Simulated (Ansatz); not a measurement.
Reaction (formal exchange of groups at the Se–Si bond): `N[SiH]([SiH3])[SeH]` + `[AlH2][CH2]Cl` → `Cl[CH2][AlH][SeH]` + `N[SiH2][SiH3]`

Calculated with Ansatz (gas phase, PBE0-D4/def2-TZVP geometries, no zero-point term in ΔE). CCSD(T)/CBS is the MP2 limit (def2-TZVPP, def2-QZVPP) plus CCSD(T) − MP2 in def2-TZVPP, frozen cores. This one scheme is used for every species. Functionals use def2-TZVPP. B3LYP here is the variant with VWN-RPA as its local correlation; programs differ in this. For Se outer-core shells are correlated without core-valence functions, which leaves a few kJ/mol of doubt a bond. Scalar relativity is left out up to krypton. One conformer a species, not always the lowest.

| level | ΔE (kcal/mol) | difference from CCSD(T)/CBS |
| --- | --- | --- |
| PBE-D4 | -15.1 | 0.4 |
| r2SCAN-D4 | -15.9 | -0.4 |
| PBE0-D4 | -15.1 | 0.4 |
| B3LYP-D4 | -14.8 | 0.7 |
| ωB97X-V | -14.9 | 0.6 |
| ωB97M-V | -15.0 | 0.5 |
| B2PLYP | -15.7 | -0.2 |
| PBE | -15.5 | 0.0 |
| r2SCAN | -16.0 | -0.5 |
| PBE0 | -15.5 | 0.0 |
| B3LYP | -15.6 | -0.1 |
| HF/def2-TZVPP | -15.3 | 0.2 |
| MP2/def2-TZVPP | -15.7 | -0.2 |
| SCS-MP2/def2-TZVPP | -15.5 | 0.0 |
| CCSD/def2-TZVPP | -15.8 | -0.3 |
| CCSD(T)/def2-TZVPP | -15.9 | -0.4 |
| HF/def2-QZVPP | -15.1 | 0.4 |
| MP2/def2-QZVPP | -15.4 | 0.1 |
| SCS-MP2/def2-QZVPP | -15.2 | 0.3 |
| HF/CBS(def2) | -15.1 | 0.4 |
| MP2/CBS(def2) | -15.4 | 0.1 |
| CCSD/CBS(def2) | -15.4 | 0.1 |
| CCSD(T)/CBS | -15.5 | 0 |

Largest T1 diagnostic among the species: 0.011.

The D4 term adds +0.8 kcal/mol with B3LYP and +0.4 kcal/mol with PBE0; it sums over pairs of atoms, weighted by their polarisabilities, and B3LYP, whose exchange is more repulsive, gets the larger term.
